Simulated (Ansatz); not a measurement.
Geometry optimisation, DFT PBE-D3(BJ), scalar-relativistic, plane waves, PAW (Ansatz 0.2.0).

input.yaml

```yaml
crystal:
  lattice:
    - [7.11181, 0.0, 0.0]
    - [0.0, 7.11181, 0.0]
    - [0.0, 0.0, 7.11181]
  atoms:
    - { symbol: O, position: [0.4830602, 0.1192549, 0.1096938] }
    - { symbol: H, position: [0.3663388, 0.0916572, 0.0451765] }
    - { symbol: H, position: [0.5782912, 0.1037966, 0.0135683] }
    - { symbol: O, position: [0.2070593, 0.4530112, 0.2937332] }
    - { symbol: H, position: [0.3174219, 0.4197086, 0.3662525] }
    - { symbol: H, position: [0.1038311, 0.4351636, 0.3807587] }
    - { symbol: O, position: [0.9156223, 0.0350718, 0.2304691] }
    - { symbol: H, position: [0.9124074, 0.1712248, 0.2306559] }
    - { symbol: H, position: [0.9696213, 0.0035563, 0.1094779] }
    - { symbol: O, position: [0.7723437, 0.0553731, 0.7894081] }
    - { symbol: H, position: [0.8148178, 0.184581, 0.7823872] }
    - { symbol: H, position: [0.7680319, 0.0149988, 0.6594107] }
    - { symbol: O, position: [0.7192742, 0.7477412, 0.0585166] }
    - { symbol: H, position: [0.7046059, 0.8795479, 0.0275351] }
    - { symbol: H, position: [0.7825951, 0.6952318, -0.0500248] }
    - { symbol: O, position: [0.509952, 0.4011685, 0.860915] }
    - { symbol: H, position: [0.448384, 0.5151284, 0.9029926] }
    - { symbol: H, position: [0.6285532, 0.4011508, 0.9278609] }
    - { symbol: O, position: [0.0473914, 0.474115, 0.7163324] }
    - { symbol: H, position: [-0.0257308, 0.4394233, 0.6067988] }
    - { symbol: H, position: [0.0803465, 0.3547828, 0.7730933] }
    - { symbol: O, position: [0.5633575, 0.7675049, 0.7399815] }
    - { symbol: H, position: [0.548016, 0.8362356, 0.6234108] }
    - { symbol: H, position: [0.5628596, 0.636861, 0.7015115] }
    - { symbol: C, position: [0.1378534, 0.982452, 0.5950721] }
    - { symbol: C, position: [0.2605284, 0.8508462, 0.4959654] }
    - { symbol: "N", position: [0.359482, 0.7446887, 0.4160227] }
    - { symbol: H, position: [0.2219146, 1.0840242, 0.6736569] }
    - { symbol: H, position: [0.0496924, 1.0581723, 0.4948083] }
    - { symbol: H, position: [0.0473675, 0.9066311, 0.6931652] }
basis:
  ecutwfc: 420.0
kpoints:
  mp_grid: { grid: [1, 1, 1] }
hamiltonian:
  xc: pbe
  dispersion: d3bj
scf:
  occupations: { method: fermi_dirac, width: 0.02 }
  lower_state_search: "off"
relax:
  f_tol: 0.3
  max_steps: 15
  adjacent_minimum: "off"
```

Command:

```bash
$ ansatz run input.yaml --threads 1 --pin off --max-ram 3072MiB --backend cpu --events-out ev --progress --plain --runs-dir out
```

Problem. Where does it end, and by what steps?

Solution. The run ended unconverged. Limits of this set-up: coarse k mesh. After 14 steps the energy has fallen by 4.074 eV; H6 moved furthest, 1.75 Å.

```csv
step,energy less start (eV),largest force component (eV/Å),accepted
0,0.0000,1.713,yes
1,-0.7945,1.218,yes
2,-1.3122,2.764,yes
3,-1.8258,2.475,yes
4,-2.2755,1.809,yes
5,-2.6648,0.957,yes
6,-2.9293,1.202,yes
7,-3.1133,0.948,yes
8,-3.2625,0.832,yes
9,-3.4285,0.774,yes
10,-3.5572,1.064,yes
11,-3.7353,0.927,yes
12,-3.8743,0.648,yes
13,-3.9864,0.539,yes
14,-4.0736,0.393,yes
```

```xyz
30
Lattice="7.1118 0.0000 0.0000 0.0000 7.1118 0.0000 0.0000 0.0000 7.1118" Properties=species:S:1:pos:R:3
O 3.679 0.252 0.951
H 2.810 0.155 0.524
H 4.216 0.760 0.290
O 0.297 3.231 1.960
H 1.158 3.715 2.014
H -0.323 3.903 1.582
O 6.639 0.505 2.120
H 6.909 1.363 1.735
H 6.468 -0.121 1.385
O 4.986 1.411 5.807
H 5.835 1.828 5.493
H 4.936 0.533 5.375
O 5.735 5.308 0.700
H 4.903 5.775 0.967
H 5.664 5.284 -0.277
O 3.034 3.370 6.006
H 2.987 3.448 6.975
H 3.700 2.648 5.861
O 0.101 2.767 4.878
H 0.161 2.898 3.903
H 1.012 2.882 5.213
O 4.648 5.596 5.160
H 4.802 5.430 4.209
H 4.011 4.883 5.420
C 1.515 6.631 4.208
C 2.067 5.701 3.245
N 2.490 4.953 2.455
H 2.298 7.314 4.566
H 0.717 7.199 3.694
H 1.084 6.081 5.058
```

The run took 42 s on 1 thread of Arm Neoverse V1 (shared host), peak memory 0.38 GiB.
